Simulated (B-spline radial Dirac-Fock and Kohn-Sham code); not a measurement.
## Hg⁵⁺: eigenvalues, ΔSCF and the reference

System: the Hg⁵⁺ ion in the configuration 1s2 2s2 2p6 3s2 3p6 3d10 4s2 4p6 4d10 4f14 5s2 5p6 5d7.

The density-functional columns are spherical, spin-unpolarised Dirac-Kohn-Sham results without Breit or QED terms: −ε is minus the orbital energy of the initial state and ΔSCF the difference of two total energies. The reference in the last column comes from relaxed Dirac-Fock hole states (ΔSCF) with Breit and QED corrections and a finite nucleus. All numbers are from a radial B-spline solver, in eV; a selection of levels is shown. For the 1s level of heavy atoms much of the gap between ΔSCF and the reference is the Breit and QED part, -454.1 eV here; for other levels the error of the functional can be larger.

| level | PBE −ε | PBE ΔSCF | LDA −ε | LDA ΔSCF | Dirac-Fock |
| --- | --- | --- | --- | --- | --- |
| K | 83065.6 | 83689.8 | 82999.8 | 83621.8 | 83178.5 |
| L1 | 14768.0 | 14885.2 | 14758.3 | 14875.8 | 14930.7 |
| L2 | 14176.5 | 14327.9 | 14172.0 | 14323.5 | 14290.1 |
| L3 | 12228.9 | 12355.5 | 12226.5 | 12353.2 | 12364.5 |
| M1 | 3556.9 | 3593.1 | 3554.3 | 3590.6 | 3650.3 |
| M2 | 3289.4 | 3328.3 | 3288.4 | 3327.4 | 3364.9 |
| M3 | 2858.0 | 2892.9 | 2857.6 | 2892.6 | 2933.7 |
| M5 | 2321.1 | 2361.4 | 2321.4 | 2361.8 | 2376.5 |
| N1 | 835.8 | 853.6 | 834.5 | 852.5 | 889.0 |
| N2 | 720.9 | 738.7 | 720.4 | 738.2 | 766.4 |
| N3 | 616.7 | 633.6 | 616.0 | 633.0 | 661.7 |
| N5 | 409.0 | 425.5 | 409.0 | 425.5 | 441.6 |
| N6 | 166.8 | 182.8 | 167.3 | 183.3 | 181.6 |
| N7 | 162.6 | 178.5 | 163.1 | 179.0 | 177.6 |
| O1 | 185.5 | 196.0 | 185.9 | 196.4 | 203.3 |
| O2 | 147.1 | 157.2 | 147.5 | 157.6 | 160.2 |
| O3 | 128.1 | 137.6 | 128.3 | 137.8 | 141.1 |
| O4,5 | 72.81 | 80.96 | 73.11 | 81.26 | 79.61 |

Q: Order the estimates of the K (1s) level by their distance from the Dirac-Fock value, nearest first.
A. LDA ΔSCF
B. LDA −ε
C. PBE ΔSCF
D. PBE −ε

A: D (112.8 eV), B (178.6 eV), A (443.4 eV), C (511.4 eV).

An eigenvalue near the reference for a deep level is a cancellation of errors: it lacks relaxation, carries self-interaction and omits Breit and QED terms.

Values without a named source are computed, but for edge energies of neutral atoms, which are taken from tables.
